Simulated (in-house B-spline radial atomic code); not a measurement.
Settings and results of a run for neutral copper (an excited or competing configuration). Method: Dirac-Hartree-Fock, average of configuration, Fermi nucleus of rms radius 3.8823 fm. Calculated with an all-electron radial atomic-structure program (B-spline basis).

Command:
```bash
python run_scf.py task.json out
```
Settings (nuclear radius in fm, mass in u):
```
Z                29
configuration    [Ne] 3s2 3p5 3d10 4s1 5d1
hamiltonian      dirac
method           hf
spin_polarised   False
nucleus          fermi
rms_radius       3.8823
atomic_mass      62.9296
speed_of_light   137.035999084
```

Output (hartree, bohr):
```
 radial grid: 93 intervals, B-splines of order 8, outer radius 144.5 bohr

 iter        energy (Eh)    residual
    1      -1649.4694114    4.16e-01
    2      -1649.7660701    1.56e-01
    3      -1650.3957986    1.47e-02
    4      -1650.3967815    7.20e-03
    5      -1650.3969312    8.37e-04
    6      -1650.3969344    3.02e-04
    7      -1650.3969371    1.43e-04
    8      -1650.3969374    4.45e-06
    9      -1650.3969374    1.07e-06
   10      -1650.3969374    1.49e-07

 total energy                    -1650.396937
 kinetic                           1679.95264
 electron-nucleus                 -3969.12738
 electron-electron                  638.77780

 first-order corrections (not in the total)
   Gaunt                            0.74153
   retardation                     -0.06699
   frequency dependence            -0.00220
   self-energy                      0.49807
   Uehling                         -0.04488
   Wichmann-Kroll                   0.00034
   recoil                           0.01085

 orbital      occ     eigenvalue          <r>       <r^2>       <1/r>     <1/r^3>       r_max    small
 1s1/2      2.000     -333.38668    0.0520975   0.0036514     29.1648           -     0.03412  1.09e-02
 2s1/2      2.000      -42.29193     0.233768   0.0645348     6.39378           -       0.196  2.09e-03
 2p1/2      2.000      -36.94573     0.204098   0.0512137     6.31102           -      0.1565  2.05e-03
 2p3/2      4.000      -36.18094     0.207352    0.052732     6.17287     683.227      0.1591  2.02e-03
 3s1/2      2.000       -5.64702     0.708934    0.580008     1.99791           -      0.6127  4.51e-04
 3p1/2      1.667       -4.00569     0.737638    0.641607     1.87013           -      0.6156  4.08e-04
 3p3/2      3.333       -3.90373     0.747177    0.658238     1.83919     86.4792      0.6231  4.00e-04
 3d3/2      4.000       -1.01644      0.90606     1.06725     1.46955     8.38758      0.6022  2.73e-04
 3d5/2      6.000       -1.00331     0.912571     1.08328      1.4597     8.18289      0.6053  2.70e-04
 4s1/2      1.000       -0.54695      2.58533     7.66326    0.492389           -       2.151  3.63e-05
 5d3/2      0.400       -0.03148      20.8077     495.341   0.0638495  0.00626338       21.02  1.02e-06
 5d5/2      0.600       -0.03147      20.8169     495.745   0.0638142  0.00628196       21.02  1.02e-06
```

Time taken, with all properties: 4.3 s on 1 thread of Arm Neoverse V2 (shared host).

For the Dirac Hamiltonian the kinetic term is c α·p + (β - 1)c².
